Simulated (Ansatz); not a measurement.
BClFH₂NSi (`F[Si]1(Cl)BN1`). Total charge 0; spin multiplicity 1. Geometry: relaxed with PBE0-D4/def2-TZVP.

```xyz
7

F    -1.226   -1.287   -1.329
Si   -0.822   -0.149   -0.296
Cl   -2.422   -0.002    0.956
B     0.776    0.871   -0.302
N     0.721   -0.318    0.439
H     1.601    1.700   -0.500
H     1.373   -0.814    1.032
```

Task: What is the dipole moment at B3LYP/def2-TZVPP? (Best estimate.)

Result: Computed: 2.07 D, with components (1.83, 0.03, 0.96) D in this frame, pointing from negative to positive charge.

Task: And with PBE, r2SCAN, ωB97M-V? (An estimate is asked.)

Result: Computed: PBE 2.07 D, r2SCAN 2.10 D, ωB97M-V 2.07 D.

Task: Give the Mulliken charges with B3LYP, ωB97M-V, r2SCAN in def2-TZVPP. (Estimate.)

Result: The calculation gave: 
```tsv
atom	B3LYP	ωB97M-V	r2SCAN
F1	-0.29	-0.28	-0.29
Si2	0.55	0.53	0.63
Cl3	-0.22	-0.19	-0.22
B4	-0.02	-0.07	-0.06
N5	-0.23	-0.21	-0.23
H6	0.06	0.10	0.02
H7	0.15	0.12	0.15
```

B3LYP here is the variant with VWN-RPA as its local correlation; programs differ in this.
